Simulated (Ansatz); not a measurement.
Harmonic frequencies (cm⁻¹) at PBE0-D4/def2-TZVP from Ansatz: 64, 121, 302, 607, 692, 806, 821, 1006, 1173, 1298, 1326, 1407, 1417, 1443, 1456, 2997, 3000, 3058, 3061, 3118, 3120.

Question: Which molecule is it?
A. `C[CH2][In][OH]`•
B. `[CH2]BC`•
C. `C[B]C`•
D. `[BH]CC`•

Answer: C.
